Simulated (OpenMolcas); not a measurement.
## Sb+: from CASSCF to CASPT2

```
Program             : OpenMolcas 26.06
Basis               : ANO-RCC-VQZP [8s7p5d3f2g]
Scalar Hamiltonian  : DKH2, point nucleus
Active space        : 2 electrons in 3 orbitals (5p)
State averaging     : 2S+1 = 3 even, 3 roots; 2S+1 = 1 even, 6 roots
Spin-orbit coupling : state interaction with AMFI integrals over the reference wave functions, term energies averaged over their components
```

Methods on the same reference wave functions:
A. CASSCF
B. SS-CASPT2, IPEA 0.25 Eh, imaginary shift 0.1 Eh (closed shells correlated: 4d 5s)

Energies in cm-1 above 5s2 5p2 3P0, the measured ground level; measured values from NIST Handbook of Basic Atomic Spectroscopic Data.

```json
{"Level": "5s2 5p2 3P0", "A": "0.0", "B": "0.0", "Measured": "0.0"}
{"Level": "5s2 5p2 3P1", "A": "2436", "B": "2630", "Measured": "3055"}
{"Level": "5s2 5p2 3P2", "A": "5100", "B": "5040", "Measured": "5658"}
{"Level": "5s2 5p2 1D2", "A": "14178", "B": "11960", "Measured": "12790"}
{"Level": "5s2 5p2 1S0", "A": "28312", "B": "23030", "Measured": "23906"}
```

Deviations, from unrounded energies. A percentage is the sum of absolute deviations over the sum of measured energies, with the sign that they share, or ± where signs differ.

```tsv
Against measurement	Levels	A	B
mean absolute deviation (cm-1)	4	1700	690
fine structure of the ground term (%)	2	-13.5	-12.0
other terms of the ground configuration (%)	2	+15.8	-4.6
```

B lies closest to measurement on these levels. The largest miss of B in the table is 5s2 5p2 1S0, by -870 cm-1. The ranking rests on the paired levels alone, and a cruder setting can come out closer through cancelling errors.

From A to B the spin-free energies of the other terms of 5s2 5p2 shown, above 3P, scale by factors of 0.72 to 0.76.

The lowest spin-free term lies below A's lowest term by 0.518 hartree in B.

CASPT2 does not keep the components of a term degenerate, so their means are used; among the terms shown or strongly mixed into the levels shown the widest spread is 88 cm-1 (5s2 5p2 1D, B). With the s shell closed, the reference lacks s² → p² mixing. Measured partners are found by configuration, term and J. A level has none where our copy of the source lacks it or the pairing is in doubt (some pairs that miss far off the trend of their configuration count as doubtful), and it then counts in no deviation. Only configurations of the active space appear.
